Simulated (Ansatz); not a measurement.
Cartesian coordinates (Å):
SMILES: C#[SiH]
```xyz
4

C     -0.6979     0.0240     0.3990
Si     0.4928    -0.0421    -0.7219
H     -1.7279     0.0450     0.7181
H      1.9330    -0.0270    -0.3701
```
Charge 0, spin multiplicity 1.

These are frozen-core CCSD(T)/cc-pVTZ // PBE0-D4/def2-TZVP in Ansatz (a program for electronic structure) values and carry that method's errors. The restricted HF reference is unstable towards unrestricted orbitals.

```json
{
 "HF energy": "-327.81901 Ha",
 "MP2 correlation energy": "-0.27517 Ha"
}
```

Problem. Estimate the CCSD correlation energy, the (T) correction, the total energy and the T1 diagnostic.

Solution. 
```json
{
  "CCSD correlation energy": "-0.30303 Ha",
  "(T) correction": "-0.02117 Ha",
  "CCSD(T) total energy": "-328.14321 Ha",
  "T1 diagnostic": "0.057"
}
```
